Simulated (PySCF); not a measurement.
SMILES c1(-c2sccc2)sc2ccsc2c1 (C10H6S3), GFN2-xTB optimised geometry.

```
19

C      4.08    -0.71     0.00
C      4.26     0.64     0.00
S      2.77     1.49     0.00
C      1.87     0.00     0.00
C      0.45     0.00     0.00
C     -0.39     1.08     0.00
C     -1.74     0.69     0.00
S     -3.25     1.52     0.00
C     -4.10     0.01     0.00
C     -3.29    -1.07     0.00
C     -1.94    -0.69     0.00
S     -0.43    -1.53     0.00
C      2.73    -1.08     0.00
H      4.89    -1.41     0.00
H      5.18     1.19     0.00
H     -0.05     2.10     0.00
H     -5.18     0.03     0.00
H     -3.64    -2.09     0.00
H      2.38    -2.10     0.00
```

Density from B3LYP/def2-SVP (PySCF 2.14.0) at that geometry.

Minimum of the electron density along straight lines between bonded atoms, close to the bond critical point (lines longer than 1.1 times the sum of covalent radii, or with two minima, are not listed):

| bond | length / Å | ρ at the minimum / e bohr⁻³ | ∇²ρ there / e bohr⁻⁵ | position (fraction from the first atom) |
|---|---|---|---|---|
| C1–C2 | 1.359 | 0.325 | -0.83 | 0.49 |
| C2–S3 | 1.718 | 0.217 | -0.48 | 0.47 |
| S3–C4 | 1.742 | 0.208 | -0.43 | 0.53 |
| C4–C5 | 1.427 | 0.289 | -0.72 | 0.50 |
| C5–C6 | 1.371 | 0.318 | -0.79 | 0.51 |
| C6–C7 | 1.403 | 0.299 | -0.74 | 0.49 |
| C7–S8 | 1.729 | 0.212 | -0.47 | 0.48 |
| S8–C9 | 1.733 | 0.212 | -0.45 | 0.53 |
| C9–C10 | 1.358 | 0.324 | -0.82 | 0.51 |
| C7–C11 | 1.391 | 0.311 | -0.76 | 0.50 |
| C10–C11 | 1.409 | 0.296 | -0.72 | 0.49 |
| C5–S12 | 1.757 | 0.203 | -0.41 | 0.47 |
| C11–S12 | 1.728 | 0.212 | -0.47 | 0.48 |
| C1–C13 | 1.407 | 0.300 | -0.75 | 0.50 |
| C4–C13 | 1.371 | 0.319 | -0.80 | 0.51 |
| C1–H14 | 1.075 | 0.285 | -1.10 | 0.63 |
| C2–H15 | 1.072 | 0.286 | -1.12 | 0.64 |
| C6–H16 | 1.075 | 0.285 | -1.10 | 0.63 |
| C9–H17 | 1.072 | 0.287 | -1.12 | 0.64 |
| C10–H18 | 1.074 | 0.285 | -1.11 | 0.64 |
| C13–H19 | 1.076 | 0.284 | -1.09 | 0.63 |
